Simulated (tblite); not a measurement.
C7H15PS.
Atom-mapped SMILES: `[CH2:1]=[P:2]1([CH2:3][CH3:4])[CH2:5][CH2:6][S:7][CH2:8][CH2:9]1` (hydrogens: H10, H11 on C1; H12, H13 on C3; H14, H15, H16 on C4; H17, H18 on C5; H19, H20 on C6; H21, H22 on C8; H23, H24 on C9)

Computed geometry: GFN2-xTB, gas phase.

Task: What internal coordinates does the optimisation give?

Result: 
```csv
bond,length (Å),order
C1=P2,1.703,double
P2–C3,1.887,single
C3–C4,1.523,single
"P2–C5, P2–C9",1.835,single
"C5–C6, C8–C9",1.518,single
"C6–S7, S7–C8",1.819,single
"C1–H10, C1–H11",1.090,single
"C3–H12, C3–H13",1.097,single
"C4–H14, C4–H15, C4–H16",1.087,single
"C5–H17, C9–H24",1.093,single
"C5–H18, C9–H23",1.095,single
"C6–H19, C8–H21",1.090,single
"C6–H20, C8–H22",1.091,single
```

Bonds in one row agree within 0.01 Å and their mean is given. Orders are formal, as drawn. A selection of angles:
```csv
angle,degrees
P2–C1–H10,110.8
H10–C1–H11,110.8
C1–P2–C3,128.8
C1–P2–C5,108.3
C3–P2–C5,102.8
C5–P2–C9,103.0
P2–C3–C4,120.5
P2–C3–H12,104.3
C4–C3–H12,110.1
H12–C3–H13,106.5
C3–C4–H14,111.3
C3–C4–H16,109.4
H14–C4–H15,108.8
H14–C4–H16,108.0
P2–C5–C6,109.1
P2–C5–H17,110.3
P2–C5–H18,107.9
C6–C5–H17,110.4
C6–C5–H18,110.2
H17–C5–H18,108.9
C5–C6–S7,111.4
C5–C6–H19,111.4
C5–C6–H20,110.6
S7–C6–H19,105.4
S7–C6–H20,107.9
H19–C6–H20,109.9
C6–S7–C8,99.0
```

Torsions: C1–P2–C3–C4 180° (antiperiplanar); C1–P2–C5–C6 -54° (synclinal); P2–C5–C6–S7 -69° (synclinal); C5–C6–S7–C8 66° (synclinal); C6–S7–C8–C9 -66° (synclinal); S7–C8–C9–P2 69° (synclinal); C1–P2–C9–C8 54° (synclinal).

Of the pairs four or more bonds apart, C1···H22 is among the closest relative to their van der Waals radii: 2.66 Å, 92 % of the sum of Bondi's values. The C–P distances run from 1.703 Å (C1=P2, drawn double) to 1.887 Å (P2–C3, drawn single), a spread of 0.184 Å. The 6-membered ring P2–C5–C6–S7–C8–C9 has internal angles of 99.0° to 111.4° (sum 643°, against 720° for a flat polygon); it is puckered, 0.31 Å rms from its mean plane, widest ring torsion 69°. P2 (phosphorus bonded to 4 C) has angles from 102.8° to 128.8°.

Point group: Cs (tolerance 0.08 Å). GFN2-xTB frequencies show an imaginary mode (25i cm⁻¹), so the point is no minimum at that level.
